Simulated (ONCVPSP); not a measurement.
## u(r) = r·R(r): atom against pseudo-atom (B)

Columns: radius, all-electron u(r) and pseudo u(r) of the 2p shell (level -4.06 eV) of boron in the configuration [He] 2s1 2p2; PBE, scalar-relativistic, ONCV scheme, ONCVPSP 4.0.1.

| r (bohr) | all-electron | pseudo |
| --- | --- | --- |
| 0.100 | 0.0278 | 0.0092 |
| 0.200 | 0.0890 | 0.0360 |
| 0.300 | 0.1627 | 0.0780 |
| 0.400 | 0.2381 | 0.1321 |
| 0.500 | 0.3097 | 0.1949 |
| 0.600 | 0.3745 | 0.2633 |
| 0.700 | 0.4314 | 0.3347 |
| 0.800 | 0.4802 | 0.4069 |
| 0.900 | 0.5216 | 0.4775 |
| 1.000 | 0.5561 | 0.5433 |
| 1.100 | 0.5836 | 0.6009 |
| 1.200 | 0.6046 | 0.6463 |
| 1.300 | 0.6195 | 0.6764 |
| 1.400 | 0.6289 | 0.6899 |
| 1.500 | 0.6335 | 0.6878 |
| 1.600 | 0.6339 | 0.6739 |
| 1.700 | 0.6308 | 0.6539 |
| 1.800 | 0.6246 | 0.6337 |
| 1.900 | 0.6158 | 0.6174 |
| 2.000 | 0.6048 | 0.6049 |
| 2.100 | 0.5922 | 0.5922 |
| 2.200 | 0.5781 | 0.5781 |
| 2.300 | 0.5630 | 0.5630 |
| 2.400 | 0.5470 | 0.5470 |
| 2.500 | 0.5304 | 0.5303 |
| 2.600 | 0.5133 | 0.5133 |

Problem. How many radial nodes do the two functions have?

Solution. The all-electron 2p function has n − l − 1 = 0; the pseudo-wave has 0.

Problem. At about which radius was the pseudo-wave matched?

Solution. 2.00 bohr, where the columns begin to agree (steps of 0.10 bohr).

Problem. Is the pseudo-wave norm-conserving?

Solution. Yes: the ONCV scheme keeps the norm inside the radius equal to the all-electron one, which fixes the energy derivative of the logarithmic derivative at the level.
